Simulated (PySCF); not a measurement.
**How methods differ on the excitation energy of Co⁺**

Co⁺ [Ar] 3d8 (3F) → Co⁺ [Ar] 3d7 4s1 (5F), as a difference of total energies. All numbers are calculated (PySCF 2.14, the spin-free X2C one-electron Hamiltonian (Gaussian nucleus), in x2c-QZVPPall (11s7p5d4f2g, 103 functions)). Correlated levels: valence: [Ar] frozen; valence and next inner shell: [Ne] frozen. The calculations carry no spin-orbit coupling.

| method | excitation energy (cm⁻¹) | error (cm⁻¹) |
| --- | --- | --- |
| UHF | -12227 | -15684 |
| LDA | 5908.9 | +2451 |
| PBE | 4357.6 | +900 |
| PBE0 | 1712.7 | -1745 |
| r2SCAN | 1656.2 | -1801 |
| MN15 | 9802.3 | +6345 |
| r2SCANh | 903.83 | -2554 |
| TPSS | 3141.7 | -316 |
| r2SCAN0 | -229.53 | -3687 |
| MP2 (valence) | 4371.5 | +914 |
| SCS-MP2 (valence) | 5399.7 | +1942 |
| MP2 (valence and next inner shell) | 7779.7 | +4322 |
| SCS-MP2 (valence and next inner shell) | 7301.9 | +3844 |

Reference: 3457.5 cm⁻¹ (measured; NIST levels, between the centres of gravity of the two terms).

Errors of the correlated levels include the incompleteness of this basis and the frozen core.

The basis was made for the ground configuration and has no added diffuse functions, so the excitation energy can come out too high.
